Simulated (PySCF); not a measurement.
AlI⁻ from Hartree–Fock to correlated methods

State: ²Π (doublet), unpaired electrons π ↑. Set-up: basis Al def2-SVPD, I def2-SVPD with ECP28; scalar-relativistic core potentials; PySCF 2.14. De refers to Al + I⁻ in their high-spin ground configurations, without counterpoise correction. The functionals are run spin-unrestricted. A positive dipole points towards I; it is taken about the centre of mass and depends on that origin. Levels whose curve was spin-contaminated or gave no clean fit are not listed.

| Level | Re (Å) | ωe (cm⁻¹) | De (eV) | μ (D) |
| --- | --- | --- | --- | --- |
| UHF | 2.946 | 148 | n/a | 4.05 |
| UHF-MP2 | 2.851 | 176 | 0.89 | n/a |
| UHF-SCS-MP2 | 2.876 | 168 | 0.82 | n/a |
| PBE | 2.815 | 195 | 1.16 | 4.92 |
| PW91 | 2.815 | 194 | 1.16 | 4.86 |
| TPSS | 2.823 | 192 | 1.14 | 5.00 |
| r²SCAN | 2.796 | 199 | 1.18 | 5.15 |
| B3LYP | 2.861 | 177 | 0.91 | 4.47 |
| PBE0 | 2.802 | 198 | 1.13 | 4.89 |
| ωB97X | 2.819 | 186 | 0.99 | 4.67 |

Question: What does a quarter of exact exchange do here, going from PBE to PBE0?

Answer: PBE0 less PBE: -1.3 pm in Re, +1.5 % in ωe, -0.03 eV in De. Exact exchange removes part of the self-interaction that spreads semilocal densities, and in most molecules shortens and stiffens the bond and lowers De; so it does here.

Question: What does the step from GGA to meta-GGA do here, going from PBE to r²SCAN?

Answer: r²SCAN less PBE: -1.9 pm in Re, +2.1 % in ωe, +0.02 eV in De. 

Correlated steps freeze 9 core orbitals. Correlated levels converge slowly with the basis: in double zeta they bind strong bonds too weakly, by up to about 1 eV, and carry superposition errors of some tenths. Spin–orbit coupling is left out, which matters for elements this heavy, above all for dissociation energies. For an ion De counts to the pair picked by the measured ionisation energies or electron affinities, which need not be the lowest pair at this level. The highest Kohn–Sham level is positive in this anion. Much of that is self-interaction error, but it also means that the finite basis helps to hold the extra electron. The state is the lowest determinant that a PBE0 search found; another state may lie lower at other levels.

The whole job (state search and all levels along the bond) took about 3.9 min on 1 thread of Arm Neoverse N1 (shared host), peak memory 0.87 GiB.
